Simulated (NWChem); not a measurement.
System: CH$_{2}$N, doublet; SMILES C=[N]

The following NWChem deck was run.

```
start job
memory heap 200 mb stack 900 mb global 1100 mb
geometry units angstroms noautosym nocenter noautoz
  C      0.000000     0.000000     0.506645
  N      0.000000     0.000000    -0.735682
  H      0.000000    -0.943460     1.089083
  H      0.000000     0.943460     1.089083
end
basis spherical
  * library 6-31g*
end
dft
  odft
  mult 2
  xc hfexch
  iterations 150
end
property
  hyperfine
end
task dft property
```

NWChem printed, in part:

```
             Northwest Computational Chemistry Package (NWChem) 7.3.0
             --------------------------------------------------------

                             Geometry "geometry" -> ""
                             -------------------------

 Output coordinates in angstroms (scale by  1.889725989 to convert to a.u.)

  No.       Tag          Charge          X              Y              Z
 ---- ---------------- ---------- -------------- -------------- --------------
    1 C                    6.0000     0.00000000     0.00000000     0.50664500
    2 N                    7.0000     0.00000000     0.00000000    -0.73568200
    3 H                    1.0000     0.00000000    -0.94346000     1.08908300
    4 H                    1.0000     0.00000000     0.94346000     1.08908300

 Effective nuclear repulsion energy (a.u.)      27.5042878022

  xc_inp: hfexch multiplicative factor not found.
                              NWChem Property Module
                              ----------------------

  itol2e modified to match energy
  convergence criterion.

                                 NWChem DFT Module
                                 -----------------

 Summary of "ao basis" -> "ao basis" (spherical)
 ------------------------------------------------------------------------------
       Tag                 Description            Shells   Functions and Types
 ---------------- ------------------------------  ------  ---------------------
 C                           6-31g*                  6       14   3s2p1d
 N                           6-31g*                  6       14   3s2p1d
 H                           6-31g*                  2        2   2s

  itol2e modified to match energy
  convergence criterion.

            General Information
            -------------------
          SCF calculation type: DFT
          Wavefunction type:  spin polarized.
          No. of atoms     :     4
          No. of electrons :    15
           Alpha electrons :     8
            Beta electrons :     7
          Charge           :     0
          Spin multiplicity:     2
          Use of symmetry is: off; symmetry adaption is: off
          Maximum number of iterations: 150
          AO basis - number of functions:    32
                     number of shells:    16
          Convergence on energy requested:  1.00D-07
          Convergence on density requested:  1.00D-05
          Convergence on gradient requested:  5.00D-04

              XC Information
              --------------
                     Hartree-Fock (Exact) Exchange  1.000

      Superposition of Atomic Density Guess
      -------------------------------------

 Sum of atomic energies:         -92.95045747

      Non-variational initial energy
      ------------------------------

 Total energy =     -93.594375
 1-e energy   =    -179.266141
 2-e energy   =      58.167478
 HOMO         =      -0.201535
 LUMO         =       0.018002

[...]

          ----------------------
          Hyperfine Interactions
          ----------------------

 Total Spin Density (Fermi Contact Term)
 ------------------ --------------------
     Atom            x         y         z       Density (a.u.)      Aiso(MHz)     Aiso(Gauss)
     1  13-C      0.00000   0.00000   0.95742      -0.194594       -218.760761     -78.059147
     2  14-N      0.00000   0.00000  -1.39024       0.276434         89.317185      31.870539
     3   1-H      0.00000  -1.78288   2.05807       0.057337        256.290337      91.450611
     4   1-H      0.00000   1.78288   2.05807       0.057337        256.290337      91.450611

           -------------------------------------------
           Anisotropic Interaction (Spin-Dipolar Term)
           -------------------------------------------

 ------------------------------------------------------------
     Atom            x         y         z
 ------------------------------------------------------------
     1  13-C      0.00000   0.00000   0.95742

   Spin-Dipolar term (a.u.)
        xx             yy             zz             xy             xz             yz
 ------------------------------------------------------------------------------------------
      -0.510959       0.150699       0.360260       0.000000      -0.000000      -0.000000

   Principal Comp. of -hf- tensor (au)            Anisotropic -hfcc- (MHz)               Anisotropic -hfcc- (Gauss)
 --------------------------------------------------------------------------------------------------------------------------
     -0.510959     0.150699     0.360260     -68.565781    20.222326    48.343456     -24.465934     7.215816    17.250118

   Orientation of the principal axis of Hyperfine Tensor w.r.t absolute (molecular) frame
 --------------------------------------------------------------------------------------------------------------------------
      1.000000     0.000000    -0.000000
      0.000000     1.000000    -0.000000
     -0.000000    -0.000000     1.000000

 ------------------------------------------------------------
     Atom            x         y         z
 ------------------------------------------------------------
     2  14-N      0.00000   0.00000  -1.39024

   Spin-Dipolar term (a.u.)
        xx             yy             zz             xy             xz             yz
 ------------------------------------------------------------------------------------------
      -0.101438       1.635963      -1.534524      -0.000000      -0.000000       0.000000

   Principal Comp. of -hf- tensor (au)            Anisotropic -hfcc- (MHz)               Anisotropic -hfcc- (Gauss)
 --------------------------------------------------------------------------------------------------------------------------
     -0.101438     1.635963    -1.534524      -3.912240    63.095400   -59.183161      -1.395982    22.513970   -21.117988

   Orientation of the principal axis of Hyperfine Tensor w.r.t absolute (molecular) frame
 --------------------------------------------------------------------------------------------------------------------------
      1.000000    -0.000000    -0.000000
     -0.000000     1.000000     0.000000
     -0.000000     0.000000     1.000000

 ------------------------------------------------------------
     Atom            x         y         z
 ------------------------------------------------------------
     3   1-H      0.00000  -1.78288   2.05807

   Spin-Dipolar term (a.u.)
        xx             yy             zz             xy             xz             yz
 ------------------------------------------------------------------------------------------
      -0.007801      -0.027871       0.035672      -0.000000       0.000000       0.018900

   Principal Comp. of -hf- tensor (au)            Anisotropic -hfcc- (MHz)               Anisotropic -hfcc- (Gauss)
 --------------------------------------------------------------------------------------------------------------------------
     -0.007801    -0.033068     0.040868      -4.162028   -17.643366    21.805395      -1.485113    -6.295581     7.780694

   Orientation of the principal axis of Hyperfine Tensor w.r.t absolute (molecular) frame
 --------------------------------------------------------------------------------------------------------------------------
      1.000000     0.000000     0.000000
      0.000000     0.964216     0.265117
      0.000000    -0.265117     0.964216

 ------------------------------------------------------------
     Atom            x         y         z
 ------------------------------------------------------------
     4   1-H      0.00000   1.78288   2.05807

   Spin-Dipolar term (a.u.)
        xx             yy             zz             xy             xz             yz
 ------------------------------------------------------------------------------------------
      -0.007801      -0.027871       0.035672      -0.000000      -0.000000      -0.018900

   Principal Comp. of -hf- tensor (au)            Anisotropic -hfcc- (MHz)               Anisotropic -hfcc- (Gauss)
 --------------------------------------------------------------------------------------------------------------------------
     -0.007801    -0.033068     0.040868      -4.162028   -17.643366    21.805395      -1.485113    -6.295581     7.780694

   Orientation of the principal axis of Hyperfine Tensor w.r.t absolute (molecular) frame
 --------------------------------------------------------------------------------------------------------------------------
      1.000000     0.000000     0.000000
      0.000000     0.964216    -0.265117
      0.000000     0.265117     0.964216
```

Level: UHF/6-31G* (spherical d), contact and dipolar terms. In the optimisation the excess spin sits in b2 (C2v, its own frame). Structure relaxed at the PBE0/def2-SVP, spin-unrestricted level. The determinant is spin-contaminated (<S²> = 0.95). No stability test was run on the SCF state.
